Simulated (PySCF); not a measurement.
AlClFH2N.

```xyz
6

Al    -0.0684     0.4033     0.0000
F     -1.5949     1.0557     0.0000
Cl     0.1362    -1.6790     0.0000
N      1.3337     1.4563     0.0000
H      2.2960     1.1338     0.0000
H      1.2959     2.4707     0.0000
```

Coordinates come from a B3LYP-D3(BJ)/def2-SVP optimisation. One conformer was computed; it need not be the lowest.

Method: KT2/pcSseg-2 in PySCF. Non-relativistic, no solvent.

Computed absolute GIAO shielding of each atom: isotropic value and principal components (ppm):
```json
[
 {"atom": "Al1", "σ(iso)": "440.5", "σ11": "379.5", "σ22": "435.0", "σ33": "506.9", "span": "127.4"},
 {"atom": "F2", "σ(iso)": "344.3", "σ11": "297.6", "σ22": "306.8", "σ33": "428.5", "span": "130.9"},
 {"atom": "Cl3", "σ(iso)": "996.6", "σ11": "925.3", "σ22": "957.7", "σ33": "1106.8", "span": "181.5"},
 {"atom": "N4", "σ(iso)": "243.1", "σ11": "224.3", "σ22": "230.4", "σ33": "274.5", "span": "50.2"},
 {"atom": "H5", "σ(iso)": "30.3", "σ11": "23.8", "σ22": "26.8", "σ33": "40.4", "span": "16.6"},
 {"atom": "H6", "σ(iso)": "30.4", "σ11": "23.7", "σ22": "25.3", "σ33": "42.0", "span": "18.4"}
]
```
